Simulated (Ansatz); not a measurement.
Consider the formal exchange of groups at a C–N bond: `NCN[SiH2]N` + `OC=S` → `NCC(O)=S` + `N[SiH2]N`.

Isolated molecules relaxed with PBE0-D4/def2-TZVP in Ansatz; ΔE leaves out vibrations. CCSD(T)/CBS adds triple-zeta CCSD(T) − MP2 to the extrapolated MP2 energy (def2 sets, frozen cores). This one scheme is used for every species. DFT in def2-TZVPP. B3LYP here is the variant with VWN-RPA as its local correlation; programs differ in this. Each species was taken in one conformer, which may not be the lowest.

```tsv
level	ΔE (kJ/mol)	difference from CCSD(T)/CBS
PBE-D4	-62.7	4.6
r2SCAN-D4	-70.0	-2.7
PBE0-D4	-66.9	0.4
B3LYP-D4	-63.0	4.3
ωB97X-V	-67.3	0.0
ωB97M-V	-67.8	-0.5
B2PLYP	-64.9	2.4
PBE	-62.3	5.0
r2SCAN	-70.2	-2.9
PBE0	-66.7	0.6
B3LYP	-62.0	5.3
HF/def2-TZVPP	-68.8	-1.5
MP2/def2-TZVPP	-68.5	-1.2
SCS-MP2/def2-TZVPP	-64.6	2.7
CCSD/def2-TZVPP	-65.0	2.3
CCSD(T)/def2-TZVPP	-65.0	2.3
HF/def2-QZVPP	-68.0	-0.7
MP2/def2-QZVPP	-69.6	-2.3
SCS-MP2/def2-QZVPP	-65.8	1.5
HF/CBS(def2)	-67.9	-0.6
MP2/CBS(def2)	-70.9	-3.6
CCSD/CBS(def2)	-67.3	0.0
CCSD(T)/CBS	-67.3	0
```

Largest T1 diagnostic among the species: 0.018.

From PBE to PBE0 (25 % exact exchange), in def2-TZVPP and without D4, ΔE moves by −4.4 kJ/mol.
